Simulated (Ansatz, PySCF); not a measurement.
Noncovalent pair: aminoborane (SMILES BN) (first 6 atoms) with HF (SMILES F); geometry from B3LYP-D3(BJ)/def2-TZVP, rigid monomers moved along the line of their centres of mass till N2···H8 is 3.44 Å.
(charge 0, multiplicity 1):
```xyz
8

B      0.9064    -0.1258     0.0613
N     -0.1434     0.5794     0.6653
H      0.6626    -0.8237    -0.8706
H      1.9991    -0.0255     0.5206
H      0.0124     1.2765     1.3784
H     -1.0649     0.6332     0.2571
F     -1.6533    -2.1866     3.7026
H     -1.3137    -1.6088     3.0449
```

Interaction energies are E(AB) − E(A) − E(B) at the monomers' geometry in the complex; basis-set methods are counterpoise corrected.

Cores are frozen in the correlated methods. CBS: X⁻³ extrapolation of the correlation energy, Hartree–Fock from the larger set.

Run with Ansatz (Gaussian orbitals); PySCF for the dispersion terms. 

PBE/def2-TZVPPD gives -4.0 kJ/mol for the interaction energy.

Task: Where do these levels fall relative to PBE: PBE-D3(BJ)/def2-TZVPPD, r2SCAN/def2-TZVPPD, PBE0/def2-TZVPPD, wB97M-V/def2-TZVPPD, MP2/CBS(aug-cc-pVDZ, aug-cc-pVTZ), MP2/CBS(aug-cc-pVDZ, aug-cc-pVTZ) + ΔCCSD(T)/aug-cc-pVDZ.

Result: PBE-D3(BJ)/def2-TZVPPD -0.7; r2SCAN/def2-TZVPPD 0.1; PBE0/def2-TZVPPD -0.1; wB97M-V/def2-TZVPPD -0.3; MP2/CBS(aug-cc-pVDZ, aug-cc-pVTZ) -0.5; MP2/CBS(aug-cc-pVDZ, aug-cc-pVTZ) + ΔCCSD(T)/aug-cc-pVDZ -0.3 kJ/mol. 1 of 6 lie above PBE; the widest gap is to PBE-D3(BJ)/def2-TZVPPD.

Ansatz is a program for electronic structure.
